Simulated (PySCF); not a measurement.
**Zr²⁺: excitation energy**

Zr²⁺ [Kr] 4d2 (3F) → Zr²⁺ [Kr] 4d1 5p1 (high-spin determinant), as a difference of total energies. Computed with PySCF 2.14 in aug-cc-pVTZ-PP with ECP28MDF (6s6p5d3f2g, 88 functions), with a scalar-relativistic core potential. Correlated levels: valence: 4s2 4p6 frozen. The calculations carry no spin-orbit coupling.

| method | excitation energy (cm⁻¹) |
| --- | --- |
| UHF | 54253 |
| MP2 (valence) | 54370 |
| SCS-MP2 (valence) | 54292 |
| CCSD (valence) | 54266 |

With two correlated electrons CCSD is exact in that space.

The determinant of the upper state mixes LS terms, which raises its energy above the lowest term, most at the Hartree-Fock and MP2 levels.
